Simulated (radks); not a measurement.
The numbers below are computed, except where a source is named.
Er II, configuration [Xe] 4f12 6s1.

Level of theory: scalar-relativistic Kohn-Sham, PBE, spin-polarised, spherical densities, point nucleus; open shells are filled with parallel spins first (spin-orbit coupling, left out, can overturn this in heavy ions) (a radial shooting solver on a logarithmic mesh with Libxc functionals).

Energy parts (eV):
total: -356092.83
kinetic: 386118.65
electron-nucleus: -873553.85
Hartree: 138894.19
exchange-correlation: -7551.82

Orbitals (lengths in bohr, moments of r in powers of bohr; <r^-3> diverges for s and p1/2):
orbital,occ.,eigenvalue (eV),<r^-3>
1s up,1,-57383.61,-
1s down,1,-57383.60,-
2s up,1,-9645.509,-
2s down,1,-9645.482,-
2p up,3,-8531.015,14320
2p down,3,-8530.995,14320
3s up,1,-2166.575,-
3s down,1,-2165.731,-
3p up,3,-1827.620,3085
3p down,3,-1826.776,3087
3d up,5,-1403.577,409.4
3d down,5,-1402.933,409.6
4s up,1,-433.3398,-
4s down,1,-431.5551,-
4p up,3,-321.8865,696.0
4p down,3,-320.1274,695.5
4d up,5,-172.6767,77.52
4d down,5,-170.9418,77.41
4f up,7,-10.3958,10.64
4f down,5,-8.8511,10.49
5s up,1,-58.9037,-
5s down,1,-57.9876,-
5p up,3,-33.3299,85.72
5p down,3,-32.5894,84.65
6s up,1,-9.4244,-
6s down,0,-8.4645,-

The highest occupied level is 4f down at -8.851 eV. Summed over all electrons, <r^2> = 52.31 bohr^2, which gives a Langevin (diamagnetic) susceptibility term of -41.4 x 10^-6 cm^3/mol. For comparison, the ionisation energy in NIST's Atomic Spectra Database is 11.92 eV (semi-empirical). In exact Kohn-Sham theory the highest level is minus the ionisation energy, but local and semilocal functionals leave it too shallow, through self-interaction and a potential that decays too fast; potentials with the right tail come closer.
